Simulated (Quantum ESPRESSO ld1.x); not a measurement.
Valence configurations of the gallium ion Ga+ (all share [Ar]). Calculated with ld1.x of Quantum ESPRESSO 7.5: Dirac Kohn-Sham, BLYP, spin-unpolarised, spherical densities, point nucleus; open shells fill j = l - 1/2 first. Energies are relative to 3d10 4s2; eigenvalues in eV.

| valence | E (eV) | e(3d3/2) | e(3d5/2) | e(4p1/2) | e(4p3/2) | e(4s1/2) |
|---|---|---|---|---|---|---|
| 3d10 4s2 | 0.000 | -27.606 | -27.143 | - | - | -16.367 |
| 3d10 4s1.5 4p0.5 | 3.600 | -28.497 | -28.033 | -9.646 | - | -16.906 |
| 3d10 4s1 4p1 | 7.260 | -29.355 | -28.891 | -10.042 | - | -17.419 |
| 3d9.5 4s2 4p0.5 | 9.851 | -32.221 | -31.741 | -10.218 | - | -17.827 |
| 3d10 4p2 | 14.747 | -30.984 | -30.518 | -10.779 | - | - |
| 3d9.5 4s1 4p1.5 | 17.570 | -33.877 | -33.395 | -10.967 | - | -18.793 |
| 3d9 4s2 4p1 | 21.556 | -36.996 | -36.499 | -11.171 | - | -19.235 |
| 3d9.5 4p2.5 | 25.608 | -35.482 | -34.999 | -11.681 | -11.457 | - |
| 3d8 4s2 4p2 | 50.893 | -46.991 | -46.458 | -13.005 | - | -21.925 |

NIST lists [Ar] 3d10 4s2 as the ground configuration; this level of theory agrees among the configurations tried. The energies are those of spherical spin-averaged densities, not of single terms.
